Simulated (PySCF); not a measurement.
# One molecule, several mistakes: Al2H4O

All numbers below are calculated, not measured. They come from PySCF 2.14.0, an open-source quantum chemistry program, on an isolated molecule that a program drew, which may never have been made. The molecule is Al2H4O (charge 0, singlet), drawn as the SMILES string `[OH][AlH][AlH2]`.

Each row is a Hartree-Fock (HF) and frozen-core CCSD(T) single point in the cc-pV(D+d)Z basis, meant for a local HF minimum. Run 1 is clean. Each other run has one planted mistake out of seven kinds, and not every kind appears here: one electron removed, one electron added, multiplicity raised by two, geometry at a saddle point, minimal basis STO-3G, one bond length entered in bohr, all coordinates scaled. The reference is restricted for singlets and unrestricted otherwise, and also for a bond in bohr. Adding or removing an electron swaps singlet and doublet. Electrons count all cores. HOMO and LUMO are orbital energies over both spins, the gradient is its largest component, and the lowest frequency (negative if imaginary) is given only where the gradient is small. Bond lengths are over the 6 bonds as drawn. T1 is the CCSD diagnostic: over 0.02 (restricted) or 0.045 (unrestricted) a single reference is doubtful.

Geometry of the clean run:
```xyz
7
Al2H4O, angstrom
O     0.4019    1.2755    2.1038
Al    0.7717   -0.1344    1.2278
Al   -0.8165   -0.6707   -0.7754
H     0.8614    1.6229    2.8510
H     2.0340   -0.9718    1.7144
H    -2.1216   -1.5598   -0.5995
H    -0.5351   -0.1252   -2.2410
```

```
run,electrons,basis functions,<S^2>,HOMO (eV),LUMO (eV),gradient (hartree/bohr),lowest frequency (cm^-1),mean bond (Å),longest bond (Å),T1,HF (hartree),CCSD(T) (hartree),mistake
1,38,80,0.000,-9.24,0.72,3.9e-05,77,1.6708,2.612,0.0150,-561.06549,-561.42654,no fault
2,38,27,0.000,-5.77,8.85,6.0e-02,-,1.6708,2.612,0.0171,-554.16529,-554.29490,minimal basis STO-3G
3,37,80,0.778,-16.67,-7.55,5.8e-02,-,1.6708,2.612,0.0233,-560.75796,-561.09947,one electron removed
4,39,80,0.768,-0.20,5.77,2.7e-02,-,1.6708,2.612,0.0165,-561.05505,-561.43206,one electron added
5,38,80,0.828,-7.53,0.38,8.1e-03,-,1.9064,3.003,0.0573,-560.97134,-561.32273,?
```

**Which mistake was planted in run 5, and what did it cost?**

The mean bond changes by a factor of 1.141 and the longest by 1.150, so the molecule wasn't scaled as a whole. A length L in bohr read as angstrom grows by (1/0.5292 - 1) L = 0.890 L. The 6 bonds together grew by 6 x 0.2356 = 1.414 Å, which gives L = 1.589 Å. That is the length of one of the Al-H bonds, 1.589 Å in the clean geometry. So the mistake is: one bond length entered in bohr. Subtracting run 1 and multiplying by 627.51 kcal/mol a hartree, the energy moved by 59.1 kcal/mol in HF and 65.1 kcal/mol in CCSD(T).

Cautions from the logs. Run 5: T1 is over the limit, so its CCSD(T) energy is less reliable.
